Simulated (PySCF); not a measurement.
## Telling isomers of C5H6F3OP apart by NMR

[PySCF 2.14: GIAO PBE0/pcSseg-1 shieldings; structure optimised with GFN2-xTB; one computed conformer; relativity neglected; rapidly exchanging positions averaged; no solvent]

Scale: TMS for 1H (σ = 31.72 ppm) and 13C (σ = 186.93 ppm) (reference shieldings calculated alike). Splittings of carbon signals by F and P are missing where no couplings were computed. Where no couplings were computed, multiplicities follow the n + 1 count of equivalent neighbours, and m marks all less simple cases (inequivalent or close neighbours, rings, F or P nearby). Shifts are as computed. Against solution values, carbons near 30 ppm lie about +3 ppm off and those near 130 ppm about +5 ppm. Of 1211 compounds with measured shifts, 218 miss one by over three times the rms of a fit or turn the order of signals round; such compounds aren't used in these exercises.

(1) Tabulate the signals of `C=C[P@](C)(=O)C(F)=C(F)F`, `C/C=C/[P@H](=O)C(F)=C(F)F`, `CC(=O)C/P=C/C(F)(F)F`, `C=C[C@@H]1C[P@]1(=O)C(F)(F)F` and their relative energies.

(2) What is the quickest way to tell C=C[P@](C)(=O)C(F)=C(F)F from C/C=C/[P@H](=O)C(F)=C(F)F?

(3) What is the quickest way to tell C/C=C/[P@H](=O)C(F)=C(F)F from CC(=O)C/P=C/C(F)(F)F?

(4) What is the quickest way to tell C=C[P@](C)(=O)C(F)=C(F)F from C=C[C@@H]1C[P@]1(=O)C(F)(F)F?

Results:

(1) 
```json
{"SMILES": "C=C[P@](C)(=O)C(F)=C(F)F", "carbon types": "2×C 1×CH 1×CH2 1×CH3", "δC": "170.3, 146.5, 138.5, 138.2, 17.1", "δH": "7.00 (m, 1H), 6.77 (m, 1H), 6.20 (m, 1H), 1.59 (m, 3H)", "E rel. (kcal/mol)": "22.5"}
{"SMILES": "C/C=C/[P@H](=O)C(F)=C(F)F", "carbon types": "2×C 2×CH 1×CH3", "δC": "172.6, 160.8, 133.0, 126.5, 24.2", "δH": "7.71 (m, 1H), 7.32 (m, 1H), 5.95 (m, 1H), 2.22 (d, 3H)", "E rel. (kcal/mol)": "26.8"}
{"SMILES": "CC(=O)C/P=C/C(F)(F)F", "carbon types": "2×C 1×CH 1×CH2 1×CH3", "δC": "205.3, 193.9, 133.8, 47.6, 36.2", "δH": "9.14 (m, 1H), 3.23 (m, 2H), 2.21 (s, 3H)", "E rel. (kcal/mol)": "0.0"}
{"SMILES": "C=C[C@@H]1C[P@]1(=O)C(F)(F)F", "carbon types": "1×C 2×CH 2×CH2", "δC": "140.2, 132.0, 125.5, 36.1, 20.2", "δH": "5.74 (m, 1H), 5.73 (m, 1H), 5.53 (m, 1H), 3.01 (m, 1H), 2.28 (m, 1H), 1.46 (m, 1H)", "E rel. (kcal/mol)": "20.5"}
```

Energies are electronic energies at PBE0/pcSseg-1 on these geometries, without zero-point or thermal terms, each for the one conformer computed, which needn't be the lowest.

(2) Both give the same number of carbon signals, but DEPT or the intensities differ. The first has a terminal =CH2 carbon at 146.5 ppm, the second an alkene CH at 160.8 ppm. Their most deshielded carbons lie at 170.3 and 172.6 ppm. In the proton spectra the most deshielded non-exchanging signals are 7.00 (m, 1H) and 7.71 (m, 1H).

(3) Both give the same number of carbon signals, but DEPT or the intensities differ. The first has an alkene CH at 126.5 ppm, the second an sp3 CH2 bonded to P, α to a carbonyl at 47.6 ppm. Their most deshielded carbons lie at 172.6 and 205.3 ppm. In the proton spectra the most deshielded non-exchanging signals are 7.71 (m, 1H) and 9.14 (m, 1H).

(4) Both give the same number of carbon signals, but DEPT or the intensities differ. The first has a methyl carbon bonded to P (CH3) at 17.1 ppm, the second a three-membered-ring carbon (CH) at 36.1 ppm. Their most deshielded carbons lie at 170.3 and 140.2 ppm. In the proton spectra the most deshielded non-exchanging signals are 7.00 (m, 1H) and 5.74 (m, 1H).
